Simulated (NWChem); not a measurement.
System: ammonium (NH4 cation); SMILES [NH4+]

Here is an NWChem input.

```
start job
memory heap 200 mb stack 900 mb global 1100 mb
charge 1
geometry units angstroms noautoz
  N      0.000000     0.000000     0.000000
  H     -0.590962    -0.590962    -0.590962
  H      0.590962     0.590962    -0.590962
  H     -0.590962     0.590962     0.590962
  H      0.590962    -0.590962     0.590962
end
basis spherical
  * library 6-31g*
end
dft
  xc xtpss03 ctpss03
  iterations 150
  mulliken
end
task dft energy
```

Geometry: optimised at PBE0-D3(BJ)/def2-TZVP.

Q: What results follow from this input? (TPSS/6-31G* (spherical d).) Quantities: basis functions; energy (Ha); highest occupied level (eV); orbital gap (eV).

A: The number of basis functions is 22. The energy (Ha) is -56.90. The highest occupied level (eV) comes out as -21.29 and the orbital gap (eV) is 15.35.
